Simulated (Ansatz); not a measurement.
Reactions of `OC=[CH][AlH2]`.

Computed with Ansatz on PBE0-D4/def2-TZVP structures; ΔE is electronic, products minus reactants. CBS: MP2 limit from def2 TZ/QZ plus the TZ coupled-cluster correction, frozen cores. This one scheme is used for every species, atoms too. Double bonds are as drawn, so ΔE can hold a change between cis and trans. Open shells (•) are unrestricted, without spin–orbit coupling. Spin–orbit coupling would lower the free atoms: a little for Al, C, O. Each species was taken in one conformer, which may not be the lowest.

(1) Order these by ΔE at CCSD(T)/CBS, lowest first. (Best estimate.)
A. `O/C=[CH]\[AlH2]` + CH₃OH → `CO/C=C/O` + `[AlH3]`
B. `O/C=[CH]\[AlH2]` + H–F → `O/C=C\F` + `[AlH3]`
C. `O/C=[CH]\[AlH2]` + H₂ → `C=[CH][AlH2]` + H₂O
D. `O/C=[CH]\[AlH2]` → Al• + 2 C• + 5 H• + O•
E. `O/C=[CH]\[AlH2]` + CH₄ → `C/C=[CH]/[AlH2]` + H₂O

Largest T1 diagnostic: 0.018, for Al•.

Results:

(1) C (-63.7 kJ/mol), E (-11.5 kJ/mol), A (+107.0 kJ/mol), B (+119.6 kJ/mol), D (+3240.9 kJ/mol).
